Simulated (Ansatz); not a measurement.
Wavefunction ladder for CH$_{7}$BO$_{2}$Si (`C[SiH2]B(O)O`)

```tsv
atom	x (Å)	y (Å)	z (Å)
C1	-0.3239	1.5216	-0.9140
Si2	0.0325	-0.3210	-0.7931
B3	0.2194	-0.9306	1.1488
O4	0.0935	-0.0643	2.1934
O5	0.4770	-2.2177	1.5097
H6	-0.4217	1.8365	-1.9548
H7	0.4832	2.1075	-0.4659
H8	-1.2565	1.7752	-0.4029
H9	1.2816	-0.6395	-1.5479
H10	-1.0611	-1.0871	-1.4630
H11	-0.0874	0.8365	1.9221
H12	0.5634	-2.8171	0.7676
```

Total charge 0; spin multiplicity 1. Geometry: relaxed with PBE0-D4/def2-TZVP. It is one conformer, not always the lowest. Frozen core, restricted reference, the Gaussian-basis code of Ansatz. CBS rows extrapolate triple and quadruple zeta; past MP2 they add the triple-zeta difference.

```tsv
basis	HF (Eh)	MP2 corr.	CCSD corr.	(T)	CCSD(T) total
def2-TZVPP	-505.49977	-0.88263	-0.92475	-0.03416	-506.45868
def2-QZVPP	-505.51915	-0.94876	–	–	–
CBS(def2)	-505.52182	-0.99774	-1.03986	as TZ	-506.59584
```
